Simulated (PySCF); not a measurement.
Species: C₇H₈ClF.
SMILES: `[C@@H]1(Cl)[C@@H]2[C@@H](C[C@H]1C=C2)F`

Vertical excitations from PySCF (density fitting, frozen core in the response, grid level 2 and gas phase unless stated; continuum runs use non-equilibrium linear response for the excitations) on a GFN2-xTB geometry. Reference run:

| settings | S1, eV (f) | S2, eV (f) | S3, eV (f) | S4, eV (f) | S5, eV (f) | S6, eV (f) | T1, eV (Tamm–Dancoff) | mean α (au) |
| --- | --- | --- | --- | --- | --- | --- | --- | --- |
| PBE0/def2-SVPD, full TDDFT, 6 singlets | 6.53 (0.074) | 6.78 (0.017) | 7.00 (0.031) | 7.08 (0.022) | 7.43 (0.008) | 7.55 (0.010) | 4.16 | 86.5 |

Task: What do these settings give: (1) BLYP/def2-SVPD, fitting basis def2-universal-jkfit, full TDDFT, 6 singlets; (2) PBE/6-31G, grid level 4, full TDDFT, 3 singlets?

Result: 
```
                                                                  settings    S1, eV (f)    S2, eV (f)    S3, eV (f)    S4, eV (f)    S5, eV (f)    S6, eV (f)  T1, eV (Tamm–Dancoff)  mean α (au)
BLYP/def2-SVPD, fitting basis def2-universal-jkfit, full TDDFT, 6 singlets  5.48 (0.006)  5.72 (0.016)  6.07 (0.037)  6.18 (0.026)  6.49 (0.022)  6.61 (0.001)                      –         90.1
                           PBE/6-31G, grid level 4, full TDDFT, 3 singlets  5.67 (0.005)  6.01 (0.017)  6.20 (0.022)             –             –             –                   4.36         71.5
```

(1) S1 moves by -1.05 eV (BLYP has no exact exchange, PBE0 25 % exact exchange). (2) S1 moves by -0.86 eV; functional and basis change together, so the shift can't be laid on one. States are counted by energy in each run and needn't keep their character from row to row.

Task: Give the leading configurations of S1 (H = HOMO, L = LUMO) and the HOMO–LUMO gap of each run.

Result: 
```json
{"settings": "PBE0/def2-SVPD, full TDDFT, 6 singlets", "S1 configurations (weight)": "H→L 0.86", "S1 (eV)": "6.53", "orbital gap (eV)": "7.27", "S1 − gap (eV)": "-0.74"}
{"settings": "BLYP/def2-SVPD, fitting basis def2-universal-jkfit, full TDDFT, 6 singlets", "S1 configurations (weight)": "H−1→L 0.74, H→L 0.19", "S1 (eV)": "5.48", "orbital gap (eV)": "5.09", "S1 − gap (eV)": "+0.39"}
{"settings": "PBE/6-31G, grid level 4, full TDDFT, 3 singlets", "S1 configurations (weight)": "H−1→L 0.73, H→L 0.23", "S1 (eV)": "5.67", "orbital gap (eV)": "5.29", "S1 − gap (eV)": "+0.38"}
```

